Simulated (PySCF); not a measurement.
A geometry optimisation, step by step.

C6H5F.
SMILES with atom numbers: `[CH:1]#[C:2][C:3](=[CH2:4])/[CH:5]=[CH:6]/[F:7]` (hydrogens: H8 on C1; H9, H10 on C4; H11 on C5; H12 on C6)

Method: PySCF 2.14.0, PBE0-D3(BJ)/def2-SVP geometry optimisation, gas phase; density fitting, grid level 1; the optimiser is geomeTRIC in internal coordinates, started from a GFN2-xTB structure with every atom displaced at random (about 0.01 Å). 8 of its 9 geometries are shown. The frame can shift and turn from step to step; on so coarse a grid that alone can change the energy by a few meV, and forces under 0.02 eV/Å are noise.

Step 0: E = -9000.0748 eV, largest atomic force 5.004 eV/Å
```
atom  x, y, z in Å  |  force x, y, z in eV/Å
C1     -1.995    0.684   -1.183   -3.312   1.945  -3.208
C2     -1.205    0.255   -0.433    2.443  -1.600   2.677
C3     -0.271   -0.282    0.471    1.804   0.191  -0.346
C4     -0.627   -0.919    1.578   -2.504  -0.361   0.746
C5      1.157   -0.116    0.159   -0.529  -0.081   0.330
C6      1.595    0.525   -0.915    1.911  -0.189   0.120
F7      2.920    0.654   -1.162   -0.960  -0.041   0.185
H8     -2.715    1.105   -1.853   -0.100   0.014  -0.112
H9     -1.708   -1.039    1.824    0.666   0.078  -0.200
H10     0.040   -1.339    2.293    0.957  -0.317   0.507
H11     1.859   -0.528    0.881    0.219  -0.053  -0.010
H12     0.991    0.973   -1.671   -0.595   0.416  -0.691
```

Step 1: E = -9000.1963 eV, largest atomic force 1.024 eV/Å
```
atom  x, y, z in Å  |  force x, y, z in eV/Å
C1     -1.990    0.443   -1.375    0.258  -0.212   0.273
C2     -1.183    0.004   -0.578   -0.099   0.118  -0.381
C3     -0.211   -0.449    0.374   -0.245   0.254   0.238
C4     -0.623   -1.194    1.422    0.434  -0.481  -0.154
C5      1.149    0.071    0.290    0.276  -0.211  -0.125
C6      1.597    0.858   -0.694   -0.725   0.617   0.375
F7      2.746    1.499   -0.588    0.475  -0.223  -0.261
H8     -2.724    0.814   -2.061   -0.076   0.040  -0.100
H9     -1.643   -1.562    1.471   -0.260   0.036   0.118
H10     0.089   -1.546    2.177   -0.091   0.135  -0.029
H11     1.839   -0.181    1.103   -0.093   0.098   0.010
H12     0.988    1.194   -1.545    0.144  -0.171   0.037
```

Step 2: E = -9000.2652 eV, largest atomic force 0.652 eV/Å
```
atom  x, y, z in Å  |  force x, y, z in eV/Å
C1     -1.948    0.452   -1.417   -0.011  -0.059   0.022
C2     -1.176    0.038   -0.578   -0.101  -0.045   0.091
C3     -0.243   -0.405    0.420   -0.057   0.169   0.185
C4     -0.614   -1.237    1.419   -0.033  -0.080  -0.117
C5      1.120    0.118    0.348    0.486   0.146  -0.018
C6      1.543    0.933   -0.623   -0.209  -0.166  -0.595
F7      2.791    1.357   -0.773   -0.030  -0.050   0.441
H8     -2.653    0.804   -2.148    0.024  -0.003  -0.007
H9     -1.630   -1.627    1.505    0.018   0.039  -0.076
H10     0.118   -1.562    2.163   -0.017   0.056   0.012
H11     1.826   -0.181    1.127   -0.016  -0.066  -0.006
H12     0.901    1.260   -1.448   -0.053   0.059   0.069
```

Step 3: E = -9000.2471 eV, largest atomic force 0.893 eV/Å
```
atom  x, y, z in Å  |  force x, y, z in eV/Å
C1     -2.006    0.408   -1.394   -0.083   0.008  -0.082
C2     -1.207    0.038   -0.561    0.108   0.114   0.048
C3     -0.243   -0.366    0.423    0.014  -0.057  -0.024
C4     -0.610   -1.228    1.395   -0.077   0.062   0.061
C5      1.127    0.143    0.319   -0.745  -0.060   0.009
C6      1.560    0.966   -0.639    0.378  -0.710   0.389
F7      2.855    1.249   -0.640    0.145   0.596  -0.407
H8     -2.732    0.720   -2.124    0.034  -0.012   0.023
H9     -1.634   -1.605    1.457    0.082  -0.005  -0.014
H10     0.107   -1.551    2.153    0.020  -0.023   0.015
H11     1.838   -0.183    1.082    0.042  -0.012  -0.068
H12     0.979    1.360   -1.478    0.082   0.099   0.049
```

Step 5: E = -9000.2903 eV, largest atomic force 0.215 eV/Å
```
atom  x, y, z in Å  |  force x, y, z in eV/Å
C1     -1.944    0.447   -1.418    0.000  -0.036   0.018
C2     -1.172    0.052   -0.569   -0.097  -0.046   0.085
C3     -0.240   -0.389    0.430    0.079  -0.165   0.065
C4     -0.614   -1.232    1.416   -0.110   0.045  -0.039
C5      1.135    0.096    0.335   -0.017   0.102  -0.112
C6      1.533    0.914   -0.642    0.138   0.157   0.050
F7      2.773    1.375   -0.711    0.040  -0.050  -0.011
H8     -2.642    0.781   -2.162    0.002   0.010  -0.011
H9     -1.637   -1.604    1.487   -0.022   0.002   0.003
H10     0.105   -1.555    2.173    0.002  -0.005  -0.028
H11     1.853   -0.223    1.095   -0.027   0.015  -0.025
H12     0.885    1.290   -1.440    0.014  -0.029   0.006
```

Step 6: E = -9000.2975 eV, largest atomic force 0.085 eV/Å
```
atom  x, y, z in Å  |  force x, y, z in eV/Å
C1     -1.973    0.430   -1.408   -0.001  -0.024   0.003
C2     -1.189    0.045   -0.567   -0.018   0.011   0.027
C3     -0.243   -0.386    0.423    0.026  -0.072  -0.037
C4     -0.618   -1.229    1.408   -0.012   0.029   0.013
C5      1.131    0.105    0.323    0.011   0.023   0.001
C6      1.560    0.925   -0.640   -0.021   0.071   0.040
F7      2.810    1.362   -0.681    0.006  -0.034  -0.009
H8     -2.682    0.756   -2.147    0.005   0.007  -0.005
H9     -1.641   -1.601    1.482   -0.009   0.014  -0.016
H10     0.102   -1.553    2.164    0.006  -0.012  -0.010
H11     1.842   -0.220    1.088    0.003   0.003   0.000
H12     0.936    1.315   -1.450    0.004  -0.014  -0.007
```

Step 7: E = -9000.2979 eV, largest atomic force 0.039 eV/Å
```
atom  x, y, z in Å  |  force x, y, z in eV/Å
C1     -1.974    0.424   -1.405   -0.003  -0.017  -0.003
C2     -1.187    0.041   -0.565    0.015   0.032  -0.017
C3     -0.237   -0.390    0.420    0.000   0.004   0.024
C4     -0.621   -1.229    1.405   -0.005  -0.002  -0.003
C5      1.136    0.109    0.327    0.001   0.000  -0.012
C6      1.561    0.934   -0.633    0.003   0.001  -0.029
F7      2.814    1.363   -0.685   -0.005   0.002   0.030
H8     -2.684    0.750   -2.143    0.002   0.003  -0.001
H9     -1.649   -1.588    1.464    0.004  -0.021   0.015
H10     0.091   -1.564    2.163   -0.004   0.003  -0.004
H11     1.847   -0.217    1.090   -0.003  -0.007  -0.004
H12     0.936    1.320   -1.443   -0.005   0.002   0.004
```

Step 8: E = -9000.2983 eV, largest atomic force under 0.02 eV/Å
```
atom  x, y, z in Å  |  force x, y, z in eV/Å
C1     -1.973    0.424   -1.410   -0.001  -0.013  -0.003
C2     -1.188    0.042   -0.569   -0.001   0.007   0.002
C3     -0.240   -0.391    0.419   -0.005   0.009   0.004
C4     -0.621   -1.231    1.404    0.001  -0.003  -0.002
C5      1.132    0.108    0.325    0.007  -0.006   0.004
C6      1.560    0.936   -0.630   -0.004  -0.006  -0.005
F7      2.814    1.363   -0.673   -0.003   0.010   0.006
H8     -2.681    0.751   -2.150    0.002   0.003  -0.001
H9     -1.647   -1.596    1.472    0.001  -0.002  -0.007
H10     0.096   -1.562    2.159   -0.001   0.000   0.000
H11     1.843   -0.221    1.088    0.002  -0.003  -0.001
H12     0.939    1.326   -1.442    0.000   0.004   0.003
```

Task: Summarise the path.

Result: The energy falls by 21.57 kJ/mol from step 0 to step 8; nine tenths of that is first reached at step 4. It rises by more than 0.2 meV at steps 3 and 5. The largest force goes from 5.004 to under 0.02 eV/Å. Among the bonds C1≡C2 changes most, from 1.171 to 1.213 Å; the atoms move by 0.032 Å rms after alignment.

What follows is the cost of the whole optimisation. The run took 52 s of wall time on an Arm Neoverse V1 with one thread, no GPU, on a shared host, and the process peaked at 0.50 GiB of memory.
